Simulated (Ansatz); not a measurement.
Calculated with Ansatz (gas phase, PBE0-D4/def2-TZVP geometries, no zero-point term in ΔE). CBS: MP2 limit from def2 TZ/QZ plus the TZ coupled-cluster correction, frozen cores. Functionals use def2-TZVPP. B3LYP here is the variant with VWN-RPA as its local correlation; programs differ in this. Elements past krypton have def2 core potentials. For Ga, Sb outer-core shells are correlated without core-valence functions, which leaves a few kJ/mol of doubt a bond. Scalar relativity is left out up to krypton. One conformer a species, not always the lowest.

Consider the formal exchange of groups at a Ga–C bond: `O=[CH][GaH][SiH3]` + `C#C[O][SbH2]` → `[SiH3][GaH][O][SbH2]` + `C#CC=O`.

```
           level  ΔE (kJ/mol)  difference from CCSD(T)/CBS
          PBE-D4       -149.4                         24.5
       revPBE-D4       -149.2                         24.7
       r2SCAN-D4       -160.7                         13.2
          B97M-V       -168.6                          5.3
    CAM-B3LYP-D4       -159.9                         14.0
        PBE-QIDH       -166.0                          7.9
          revPBE       -143.0                         30.9
            BLYP       -148.9                         25.0
            PBE0       -150.2                         23.7
           B3LYP       -153.0                         20.9
         r2SCANh       -159.8                         14.1
    MP2/def2-SVP       -178.5                         -4.6
CCSD(T)/def2-SVP       -170.2                          3.7
 CCSD/def2-TZVPP       -169.5                          4.4
  MP2/def2-QZVPP       -183.0                         -9.1
    HF/CBS(def2)       -162.5                         11.4
     CCSD(T)/CBS       -173.9                            0
```

Largest T1 diagnostic among the species: 0.017.

The D4 term adds −6.0 kJ/mol with B3LYP and −3.4 kJ/mol with PBE0; it sums over pairs of atoms, weighted by their polarisabilities, and B3LYP, whose exchange is more repulsive, gets the larger term. Leaving LDA and LC-ωPBE aside and taking each functional with its dispersion term where it has one, the values spread over 19.4 kJ/mol, from B97M-V to revPBE-D4.

CCSD(T)/CBS has its own doubt, a few kJ/mol and more with outer-core shells, so smaller differences from it don't rank the levels.
